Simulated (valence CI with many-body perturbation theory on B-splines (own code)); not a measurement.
**I21+: E2, M1, M2 decay**

Method: relativistic CI+MBPT: four valence electrons over a frozen Dirac-Fock core [Ar] 3d10, radial functions for each j: 11 s, 11 p, 10 d, 8 f, 5 g, 2 h, with the one-electron correlation potential Σ1, the two-electron term Σ2, the three-electron term Σ3, Breit, model QED; selected CI, second order for the rest, scaled by the run's own slope (own B-spline code, finite nucleus).

No measured levels were compared; by estimate levels hold to about 250 cm⁻¹ or 0.2 % of their energy and the worst to 1 %, as in measured heavy ions of charge 2 to 7; those with d or f electrons hold less well. Among the levels kept, up to 460 cm⁻¹ of a level comes from second order outside the variational space, and about a tenth of that is noise between levels of different J, which matters for small intervals.

Lines 1 to 13 of 13 in falling wavelength, among levels below 2051100 cm⁻¹, chosen from the decays that carry over 1 % of a level's rate. Wavelengths and rates use the calculated energies, so an error of 1000 cm⁻¹ moves a line at 5252 Å by 5.3 % and its rate by three times that or more. Electric multipoles are in the length gauge, E1 and E2 with the static RPA response of the core. S is in atomic units (e²a₀⁴ for E2 and M2, e²a₀⁶ for E3), for M1 in squared Bohr magnetons. Weak lines are less certain than strong ones. Lines between different terms over intervals too small for the method are left out, as are lines whose strength nearly cancels.

Levels are named by their leading jj configuration (3d3/2^4 stands for four electrons in 3d with j = 3/2), which in mixed levels can hold well under half, so a name can repeat and another be missing. Letters in brackets count levels of one name in rising energy.

| λ vac (Å) | Upper | Lower | Type | A (s⁻¹) | S (a.u.) |
| --- | --- | --- | --- | --- | --- |
| 5252 | (4s^2 4p1/2 4p3/2) J=2 | (4s^2 4p1/2 4p3/2) J=1 | M1 | 4.31e+01 | 1.16e+00 |
| 1132 | (4s^2 4p3/2 4d5/2) J=4 | (4s^2 4p1/2 4d5/2) J=3 | M1 | 1.17e+04 | 5.65e+00 |
| 995.2 | (4s^2 4p1/2 4p3/2) J=1 | (4s^2 4p1/2^2) J=0 | M1 | 1.43e+04 | 1.57e+00 |
| 867.9 | (4s^2 4p3/2^2) J=2 | (4s^2 4p1/2 4p3/2) J=2 | M1 | 1.54e+04 | 1.86e+00 |
| 836.7 | (4s^2 4p1/2 4p3/2) J=2 | (4s^2 4p1/2^2) J=0 | E2 | 9.07e+01 | 1.66e-01 |
| 744.8 | (4s^2 4p3/2^2) J=2 | (4s^2 4p1/2 4p3/2) J=1 | M1 | 1.76e+04 | 1.35e+00 |
| 620.5 | (4s^2 4p3/2^2) J=0 | (4s^2 4p1/2 4p3/2) J=2 | E2 | 1.15e+03 | 9.48e-02 |
| 554.9 | (4s^2 4p3/2^2) J=0 | (4s^2 4p1/2 4p3/2) J=1 | M1 | 6.71e+04 | 4.25e-01 |
| 335.5 | (4s^2 4p3/2 4d5/2) J=4 | (4s 4p1/2 4p3/2^2) J=3 | M1 | 6.84e+02 | 8.61e-03 |
| 303.5 | (4s^2 4p3/2 4d5/2) J=4 | (4s 4p1/2 4p3/2^2) J=2 [a] | E2 | 3.41e+02 | 7.05e-03 |
| 229.8 | (4s^2 4p3/2 4d5/2) J=4 | (4s 4p1/2^2 4p3/2) J=2 | E2 | 1.12e+03 | 5.78e-03 |
| 148.3 | (4s^2 4p3/2 4d5/2) J=4 | (4s^2 4p3/2^2) J=2 | M2 | 5.22e+02 | 3.01e-04 |
| 126.6 | (4s^2 4p3/2 4d5/2) J=4 | (4s^2 4p1/2 4p3/2) J=2 | M2 | 1.87e+02 | 4.88e-05 |
